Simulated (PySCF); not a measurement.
**Ionisation energy of Br by level of theory**

Br [Ar] 3d10 4s2 4p5 (2P) → Br⁺ [Ar] 3d10 4s2 4p4 (3P), as a difference of total energies. Computed with PySCF 2.14 in x2c-TZVPPall, with scalar relativity by spin-free X2C-1e. Correlated levels: valence: [Ar] 3d10 frozen; valence and next inner shell: [Ne] frozen. The calculations carry no spin-orbit coupling.

| method | ionisation energy (eV) |
| --- | --- |
| UHF | 10.722 |
| LDA | 12.077 |
| PBE | 11.785 |
| PBE0 | 11.798 |
| r2SCAN | 11.865 |
| revPBE | 11.706 |
| B2PLYP | 11.734 |
| BP86 | 11.946 |
| M06-L | 11.583 |
| ROHF | 10.740 |
| MP2 (valence) | 11.539 |
| SCS-MP2 (valence) | 11.537 |
| MP2 (valence and next inner shell) | 11.590 |
| SCS-MP2 (valence and next inner shell) | 11.568 |

**Question.** How much does correlation contribute at MP2 (valence and next inner shell)?

**Answer.** 11.590 − (10.722) = 0.868 eV, measured against UHF.

Errors of the correlated levels include the incompleteness of this basis and the frozen core.

For comparison: 11.844 eV (measured; NIST levels, between the centres of gravity of the two terms).
